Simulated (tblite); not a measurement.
Distances in Å between the heavy atoms of a computed structure (GFN2-xTB; lower triangle, same order across):
```
C1    0.00
C2    1.20  0.00
C3    2.65  1.45  0.00
O4    3.45  2.33  1.20  0.00
O5    3.38  2.29  1.32  2.23  0.00
Si6   5.03  3.89  2.62  2.91  1.67  0.00
C7    5.87  4.73  3.43  3.29  2.96  1.89  0.00
N8    5.74  4.78  3.83  4.45  2.55  1.71  2.95  0.00
C9    7.18  6.21  5.19  5.67  3.96  2.77  3.53  1.44  0.00
```

Hydrogens: 1 on C1, 1 on Si6, 3 on C7, 1 on N8, 3 on C9.

Neutral, closed shell.

**Question.** Read off the bonds between heavy atoms and their formal orders.

**Answer.** C1–C2 (triple); C2–C3 (single); C3–O4 (double); C3–O5 (single); O5–Si6 (single); Si6–C7 (single); Si6–N8 (single); N8–C9 (single).

**Question.** Which species is it?

**Answer.** `C#CC(=O)O[SiH](C)NC`, C5H9NO2Si. The mark at the stereocentre is left out: distances alone don't tell a structure from its mirror image. Among its features: alkyne, Si–H bond and C–Si bond.

**Question.** Classify the heavy atoms.

**Answer.** C1: terminal alkyne carbon; C2: alkyne carbon; C3: carbonyl carbon; O4: carbonyl oxygen; O5: oxygen singly bound to a carbonyl carbon; Si6: oxygen-bound silicon; C7: Si-methyl carbon; N8: silicon-bound nitrogen; C9: N-methyl carbon.

Shape of the structure used: `[CH:1]#[C:2][C:3](=[O:4])[O:5][Si@H:6]([CH3:7])[NH:8][CH3:9]`: C2–C3–O5–Si6 178°, C3–O5–Si6–C7 -60°, O5–Si6–N8–C9 180°.
